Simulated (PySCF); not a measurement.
C₆H₈F (charge +1).
Structure used (PBE0-D3(BJ)/def2-SVP), in Å, numbered top down from 1:
```xyz
15
C6H8F angstrom
C     -2.2839    1.6516   -0.4634
C     -1.4153    0.8062   -0.3057
C     -0.4389   -0.1630   -0.1319
C     -0.7166   -1.3522    0.6649
C      0.9172    0.0705   -0.6564
C      1.7896    0.7419    0.4425
F      1.8661   -0.0697    1.5285
H     -3.0541    2.3985   -0.6026
H     -0.4103   -2.2583    0.1108
H     -1.7446   -1.4292    1.0336
H      0.0118   -1.3095    1.5071
H      1.3952   -0.8851   -0.9191
H      0.9062    0.7455   -1.5242
H      2.7938    0.8836    0.0132
H      1.3710    1.7158    0.7404
```

The calculation used core-valence-separated Tamm–Dancoff BHandHLYP/aug-pcX-1 (pcseg-1 on H) in PySCF, non-relativistic, gas phase, PBE0-D3(BJ)/def2-SVP geometry. BHandHLYP without relativity tends to put these K edges a few eV too low, so spacings mean more than positions.

Give energies, oscillator strengths and core holes at the C K edge.

```json
{"E (eV)": "281.07", "f": "0.0648", "core hole on": "C1", "main final orbital": "LUMO (85 %)", "polarisation": "across the triple bond"}
{"E (eV)": "281.26", "f": "0.0882", "core hole on": "C3", "main final orbital": "LUMO (90 %)", "polarisation": "–"}
{"E (eV)": "281.55", "f": "0.0029", "core hole on": "C4", "main final orbital": "LUMO (98 %)", "polarisation": "–"}
{"E (eV)": "281.59", "f": "0.0002", "core hole on": "C2", "main final orbital": "LUMO (99 %)", "polarisation": "–"}
{"E (eV)": "282.00", "f": "0.0017", "core hole on": "C5", "main final orbital": "LUMO (98 %)", "polarisation": "–"}
{"E (eV)": "283.70", "f": "0.0655", "core hole on": "C2", "main final orbital": "LUMO+1 (90 %)", "polarisation": "across the triple bond"}
{"E (eV)": "284.04", "f": "0.0140", "core hole on": "C6", "main final orbital": "LUMO (96 %)", "polarisation": "–"}
{"E (eV)": "284.77", "f": "0.0582", "core hole on": "C1", "main final orbital": "LUMO+1 (88 %)", "polarisation": "across the triple bond"}
{"E (eV)": "285.60", "f": "0.0698", "core hole on": "C2", "main final orbital": "LUMO+6 (30 %)", "polarisation": "across the triple bond"}
{"E (eV)": "286.78", "f": "0.0125", "core hole on": "C4", "main final orbital": "LUMO+1 (91 %)", "polarisation": "–"}
{"E (eV)": "286.97", "f": "0.0176", "core hole on": "C4", "main final orbital": "LUMO+2 (48 %)", "polarisation": "–"}
{"E (eV)": "287.05", "f": "0.0130", "core hole on": "C5", "main final orbital": "LUMO+1 (75 %)", "polarisation": "–"}
{"E (eV)": "287.19", "f": "0.0304", "core hole on": "C5", "main final orbital": "LUMO+2 (39 %)", "polarisation": "–"}
{"E (eV)": "287.45", "f": "0.0357", "core hole on": "C4", "main final orbital": "spread", "polarisation": "–"}
{"E (eV)": "287.55", "f": "0.0358", "core hole on": "C5", "main final orbital": "LUMO+3 (33 %)", "polarisation": "–"}
{"E (eV)": "287.77", "f": "0.0400", "core hole on": "C4", "main final orbital": "spread", "polarisation": "–"}
{"E (eV)": "287.85", "f": "0.0618", "core hole on": "C6", "main final orbital": "spread", "polarisation": "–"}
{"E (eV)": "288.03", "f": "0.0019", "core hole on": "C2", "main final orbital": "LUMO+2 (73 %)", "polarisation": "along the triple bond"}
{"E (eV)": "288.29", "f": "0.0118", "core hole on": "C1", "main final orbital": "spread", "polarisation": "across the triple bond"}
{"E (eV)": "288.32", "f": "0.0135", "core hole on": "C5", "main final orbital": "spread", "polarisation": "–"}
{"E (eV)": "288.59", "f": "0.0150", "core hole on": "C1", "main final orbital": "spread", "polarisation": "along the triple bond"}
{"E (eV)": "288.60", "f": "0.0019", "core hole on": "C4", "main final orbital": "LUMO+4 (32 %)", "polarisation": "–"}
{"E (eV)": "288.65", "f": "0.0009", "core hole on": "C4", "main final orbital": "LUMO+8 (35 %)", "polarisation": "–"}
{"E (eV)": "288.85", "f": "0.0213", "core hole on": "C6", "main final orbital": "spread", "polarisation": "–"}
{"E (eV)": "288.92", "f": "0.0120", "core hole on": "C4", "main final orbital": "spread", "polarisation": "–"}
{"E (eV)": "288.93", "f": "0.0021", "core hole on": "C5", "main final orbital": "LUMO+5 (37 %)", "polarisation": "–"}
{"E (eV)": "289.01", "f": "0.0019", "core hole on": "C5", "main final orbital": "spread", "polarisation": "–"}
```

The first line with a tenth or more of the strongest one's intensity is at 281.07 eV (f = 0.065), with the hole on C1 (carbon bonded to C and H), polarised across the triple bond. The strongest listed is at 281.26 eV (f = 0.088; C3).

What does the F 1s absorption edge look like?

```
E (eV)       f  core hole on  main final orbital
682.45  0.0011            F7         LUMO (99 %)
685.83  0.0326            F7              spread
687.39  0.0046            F7       LUMO+2 (50 %)
687.54  0.0031            F7       LUMO+1 (80 %)
688.23  0.0013            F7       LUMO+3 (50 %)
688.28  0.0016            F7       LUMO+4 (49 %)
688.42  0.0042            F7              spread
```

The first line with a tenth or more of the strongest one's intensity is at 685.83 eV (f = 0.033), with the hole on F7 (alkyl fluorine). It is also the strongest listed.

Roots within 0.03 eV whose holes lie on the same, on equivalent or on shared atoms are summed into one line, and the highest roots are left out, as the search may have cut off their partners. Final orbitals are the ground state's empty Kohn–Sham orbitals. A dash: too weak, shared between unlike atoms, or no plane or axis to refer to.

What is the summed oscillator strength of the listed C K lines, and their intensity-weighted mean energy?

Σf = 0.694 over 27 lines from 281.07 to 289.01 eV; the weighted mean is 285.35 eV. The strongest line holds 13 % of the sum.

The ionisation thresholds weren't computed; near and above them a finite basis only mimics Rydberg series and continuum.

Cost: about 50 s of CPU time on one thread; the machine was shared, so the figure is rough.

One conformer stands for the species.
